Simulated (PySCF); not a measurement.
Excitations are Tamm–Dancoff values on a coarser integration grid. The basis has no diffuse functions, so Rydberg states are missing or too high.

Z-matrix (Å, degrees):
```
Ge
H 1 1.5546
H 1 1.5547 2 107.40
Si 1 2.3944 2 110.11 3 119.82
H 4 1.5048 1 109.36 2 -178.91
H 4 1.5048 5 108.74 1 119.47
H 4 1.5053 5 108.90 6 118.52
Si 1 2.3971 2 109.23 3 -118.34
H 8 1.5078 1 108.99 2 -61.38
H 8 1.5079 9 107.94 1 118.23
Si 8 2.3519 9 110.06 10 120.05
H 11 1.5055 8 109.51 9 -179.76
H 11 1.5055 12 108.58 8 119.62
H 11 1.5062 12 108.77 13 118.22
```
Charge 0, multiplicity 1.

Problem. What is the computed S1 excitation (TDA), total energy and LUMO (PBE-D3(BJ)/def2-TZVP // PBE-D3(BJ)/def2-SVP (PySCF 2.14.0))?

Solution. 
```
Quantity                    Value
-------------------  ------------
S1 excitation (TDA)       5.97 eV
total energy         -80293.65 eV
LUMO                     -1.32 eV
```
